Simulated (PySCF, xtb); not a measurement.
CBrF2, SMILES F[C](F)Br, multiplicity 2.

Harmonic wavenumbers (cm⁻¹) from GFN2-xTB run with xtb at its own minimum, in rising order: 283, 315, 455, 605, 1112, 1163.

Question: What does r2SCAN-D4/def2-SVP (PySCF) give at its own minimum? (The exact figures need the calculation; the answer reports its results.)

Answer: 312, 325, 586, 683, 1175, 1255. Paired by order, the mean absolute difference is 67 cm⁻¹ and the zero-point energies are 5.6 and 6.2 kcal/mol.
